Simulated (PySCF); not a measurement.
C2Si, SMILES [C]1[C][Si]1 (connectivity only; charge and spin as stated), neutral, multiplicity 1.

The structure is a stationary point at ωB97X-D3(BJ)/def2-TZVP.

Two levels are set side by side: PBE/def2-TZVPD (PySCF) and PBE0/def2-TZVPD (PySCF). Same geometry, gas phase. Differences are taken from unrounded values.

| quantity | PBE |
|---|---|
| orbital gap (eV) | 2.05 |
| highest occupied level (eV) | -6.27 |
| lowest empty level (eV) | -4.22 |
| dipole moment (D) | 2.20 |
| mean polarisability (bohr³) | 45.8 |

Task: These are the PBE values. What does PBE0 give? (Estimate from the structure and the level; the computed values follow.)

Result: 
```json
[
 {"quantity": "orbital gap (eV)", "PBE0": "4.21", "PBE minus PBE0": "-2.16"},
 {"quantity": "highest occupied level (eV)", "PBE0": "-7.56", "PBE minus PBE0": "1.30"},
 {"quantity": "lowest empty level (eV)", "PBE0": "-3.35", "PBE minus PBE0": "-0.86"},
 {"quantity": "dipole moment (D)", "PBE0": "2.36", "PBE minus PBE0": "-0.16"},
 {"quantity": "mean polarisability (bohr³)", "PBE0": "44.6", "PBE minus PBE0": "1.2"}
]
```

Without exact exchange PBE keeps part of each electron's self-repulsion, which lifts occupied levels and narrows the gap. Differences between two approximate levels are no errors against the true value.

Rough cost on one machine, each run with all the roots and properties that it gave: PBE0 against PBE within a factor of 2.
